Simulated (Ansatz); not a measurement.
Stepwise reaction of `C#[C][Ti]([F])([Cl])[Cl]` with hydrogen fluoride, as a gas-phase model of exchange steps in deposition or etching. ΔE in kJ/mol; ΔG adds harmonic PBE0-D4 terms to CCSD(T)/CBS, at 1 bar.

Gas-phase electronic energies from Ansatz, PBE0-D4/def2-TZVP geometries. CCSD(T)/CBS adds triple-zeta CCSD(T) − MP2 to the extrapolated MP2 energy (def2 sets, frozen cores). This one scheme is used for every species. Functionals use def2-TZVPP. B3LYP here is the variant with VWN-RPA as its local correlation; programs differ in this. For Ti outer-core shells are correlated without core-valence functions, which leaves a few kJ/mol of doubt a bond. Scalar relativity is left out up to krypton.

| step | reaction | PBE-D4 | B3LYP-D4 | ωB97M-V | CCSD(T)/CBS | ΔG(400 K) |
| --- | --- | --- | --- | --- | --- | --- |
| 1 | `C#[C][Ti]([F])([Cl])[Cl]` + H–F → `C#[C][Ti]([F])([F])[Cl]` + HCl | -21.4 | -21.2 | -26.1 | -10.9 | -16.5 |
| 2 | `C#[C][Ti]([F])([F])[Cl]` + H–F → `C#[C][Ti]([F])([F])[F]` + HCl | -22.5 | -22.5 | -26.9 | -13.7 | -15.6 |

Q: By hand: ΔE of the 2 steps together at CCSD(T)/CBS.

A: (-10.9) + (-13.7) = -24.6 kJ/mol, or -12.3 kJ/mol a step.

In ΔE the steps differ by no more than 2.8 kJ/mol. All are downhill at CCSD(T)/CBS. ΔG lies between -16.5 and -15.6 kJ/mol a step. PBE-D4 differs from CCSD(T)/CBS by -10.5 to -8.8 kJ/mol a step. Only this route is followed, and other bonds may react first. Isolated molecules leave out the surface, adducts and barriers. Largest T1 diagnostic: 0.024.
